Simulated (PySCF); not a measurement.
**Correlation energy of Al (aluminium, neutral)**

[Ne] 3s2 3p1, 2P determinant. All numbers are calculated (PySCF 2.14, the spin-free X2C one-electron Hamiltonian (Gaussian nucleus), in x2c-SVPall (4s3p1d, 18 functions)). Frozen: [Ne]; 3 electrons correlated.

MP2 pair energies summed by pair of shells (mhartree):

| pair | energy | share (%) |
| --- | --- | --- |
| 3s-3s | -18.33 | 63.1 |
| 3s-3p | -10.72 | 36.9 |

Total MP2 correlation energy: -29.05 mhartree.

Same-spin part -1.73 and opposite-spin part -27.33 mhartree; SCS-MP2 scales them by 1/3 and 6/5 to -33.37 mhartree.

| level | correlation energy (mhartree) |
| --- | --- |
| CCSD | -43.52 |
| (T) | -0.58 |
| CCSD(T) | -44.10 |

Diagnostics: T1 = 0.013, D1 = 0.0264, largest double amplitude 0.116.

Is a single reference adequate?

Mostly. T1 lies below 0.03, but a double amplitude of this size points to a near-degeneracy that CCSD handles and MP2 describes poorly.
